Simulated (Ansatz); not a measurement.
Ansatz results at the PBE0-D4/def2-TZVP geometry: ideal-gas entropy at 298 K and 1 bar (rigid rotor, harmonic PBE0-D4/def2-TZVP) 329 J/(mol·K); HOMO energy (B3LYP/def2-TZVPP) -6.83 eV; HOMO–LUMO gap (B3LYP/def2-TZVPP) 6.48 eV.

Each molecule was computed in one conformer, which needn't be the lowest.

(1) Which molecule gave them?
A. `C1=C[SiH2]OC1`
B. `FB1OC[SiH2]1`
C. `C[Si]1(O)C=C1`
D. `C=C1OC[SiH2]1`

Answers

(1) C. The others give `C1=C[SiH2]OC1`: 301, -7.34, 6.81; `C=C1OC[SiH2]1`: 313, -6.36, 5.89; `FB1OC[SiH2]1`: 310, -7.93, 7.07.

B3LYP here is the variant with VWN-RPA as its local correlation; programs differ in this.
